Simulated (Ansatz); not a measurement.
`[SiH3][SiH2][SnH3]` + `O[Si](Cl)(Cl)Cl` → `[SiH3]O[Si](Cl)(Cl)Cl` + `[SiH3][SnH3]`  (cleavage of the Si–Si bond)

Gas-phase electronic energies from Ansatz, PBE0-D4/def2-TZVP geometries. CCSD(T)/CBS adds triple-zeta CCSD(T) − MP2 to the extrapolated MP2 energy (def2 sets, frozen cores). DFT in def2-TZVPP. B3LYP here is the variant with VWN-RPA as its local correlation; programs differ in this. def2 core potentials past Kr. For Sn outer-core shells are correlated without core-valence functions, which leaves a few kJ/mol of doubt a bond. One conformer a species, not always the lowest.

**Question.** Is it downhill or uphill in electronic energy at CCSD(T)/CBS, and by how much? (Estimate.)

**Answer.** Ansatz gave: Downhill: ΔE = -95.5 kJ/mol.

**Question.** What do these levels give: PBE-D4, r2SCAN-D4, PBE0-D4, PBE, r2SCAN, B3LYP, MP2/def2-TZVPP, SCS-MP2/def2-TZVPP, CCSD/def2-TZVPP, HF/def2-QZVPP, MP2/def2-QZVPP, CCSD/CBS(def2)? (Estimate.)

**Answer.** Ansatz gave: PBE-D4 -69.1, r2SCAN-D4 -87.4, PBE0-D4 -77.9, PBE -68.3, r2SCAN -86.9, B3LYP -97.2, MP2/def2-TZVPP -101.8, SCS-MP2/def2-TZVPP -108.2, CCSD/def2-TZVPP -100.6, HF/def2-QZVPP -128.1, MP2/def2-QZVPP -102.3, CCSD/CBS(def2) -99.7 kJ/mol.

Largest T1 diagnostic among the species: 0.014.

From PBE to PBE0 (25 % exact exchange), in def2-TZVPP and without D4, ΔE moves by −8.6 kJ/mol. In def2-TZVPP, CCSD(T) changes the Hartree–Fock value by +29.0 kJ/mol (the triples alone add +4.3 kJ/mol) and MP2 by +23.5 kJ/mol.
